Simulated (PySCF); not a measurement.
## V⁺ (vanadium, charge +1): UHF calculation

Configuration: [Ar] 3d4, high-spin 5D determinant. All numbers are calculated (PySCF 2.14, no relativity, point nucleus, in pcseg-2).

- Total energy: -942.653804 hartree
- One-electron energy: -1292.9084 hartree
- Hartree (Coulomb) energy: 394.5763 hartree
- Exchange energy: -44.3218 hartree
- Kinetic energy: 943.60718 hartree
- ⟨S²⟩: 6.0011
- ⟨L²⟩: 6.020
- Sum of ⟨r⟩: 16.38 bohr
- Sum of ⟨r²⟩: 21.70 bohr²
- Traceless quadrupole moment −½Σ⟨3z² − r²⟩ along its main axis: -0.868 e·bohr²
- Density at the nucleus (Gaussians lack the cusp): 8080 bohr⁻³
- Spin density at the nucleus: -0.587 bohr⁻³
- Langevin diamagnetic susceptibility: -17.2 ×10⁻⁶ cm³/mol
- Time after the integrals: 0.46 s of wall time on 1 thread of Neoverse-N1 (shared host)

```csv
shell,electrons,mean orbital energy (hartree),spread (hartree),"rms radius, mean of both spins (bohr)"
1s β,1,-201.51786,0,0.0777
1s α,1,-201.51781,0,0.0777
2s α,1,-23.91272,0,0.336
2s β,1,-23.84061,0,0.336
2p α,3,-20.07028,0.00090,0.304
2p β,3,-19.99768,0.02181,0.304
3s α,1,-3.36376,0,1.04
3s β,1,-3.11460,0,1.04
3p α,3,-2.25314,0.03852,1.13
3p β,3,-1.94291,0.05988,1.13
3d α,4,-0.58496,0.05607,1.66
```
